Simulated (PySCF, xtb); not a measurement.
HfF3Cl, SMILES [F][Hf]([F])([F])[Cl], multiplicity 1.

GFN2-xTB run with xtb 6.7.1 at its own geometry gives an orbital gap of 4.31 eV and a dipole moment of 0.17 D.

Geometry optimised at B3LYP-D3(BJ)/def2-SVP. The multiplicity is an assumed one; no other spin state was optimised. The structure was generated by enumeration; whether it is a known compound was not checked. The def2 effective core potentials stand for the cores of Hf; spin–orbit coupling is left out.

### Question
What does ωB97X/def2-TZVP run with PySCF give? (The exact figures need the calculation; the answer reports its results.)

### Answer
gap 13.38 eV (levels -12.49 and 0.89 eV), dipole 0.11 D.
